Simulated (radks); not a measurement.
Question: Ionisation of the lanthanum ion La48+, [He] 2s2 2p5, to [He] 2s2 2p4 as the strength of local exchange is varied. Calculated with a radial shooting solver on a logarithmic mesh with Libxc functionals: scalar-relativistic Kohn-Sham, Slater X-alpha exchange (alpha = 2/3 is LDA exchange), no correlation, spin-polarised, spherical densities, finite nucleus; open shells are filled with parallel spins first (spin-orbit coupling, left out, can overturn this in heavy ions); Fermi nuclear charge, rms radius 4.855 fm.

| alpha | E(La48+) (hartree) | exchange (hartree) | IE (eV) | -e of the level emptied (eV) | <r> of it (bohr) |
|---|---|---|---|---|---|
| 0.63 | -5917.4850 | -78.1742 | 9033.1 | 8915.0 (2p) | 0.09153 |
| 0.667 | -5922.0975 | -82.8083 | 9045.0 | 8927.5 (2p) | 0.09147 |
| 0.81 | -5939.9468 | -100.7634 | 9091.2 | 8976.1 (2p) | 0.09124 |
| 0.813 | -5940.3216 | -101.1408 | 9092.2 | 8977.1 (2p) | 0.09123 |
| 0.824 | -5941.6962 | -102.5251 | 9095.8 | 8980.9 (2p) | 0.09121 |
| 1.04 | -5968.7309 | -129.7917 | 9165.9 | 9054.6 (2p) | 0.09087 |
| x | -5947.9469 | -108.8223 | 9112.0 | 8997.9 (2p) | 0.09113 |

Which alpha was used in the last row?

Answer: alpha = 0.874. NIST Atomic Spectra Database: 8914 eV (theoretical). The central value is not met in this range of alpha. Open shells are spherical and high-spin; term and fine-structure splittings are not resolved. Spin-orbit splitting is averaged out at the scalar-relativistic level.
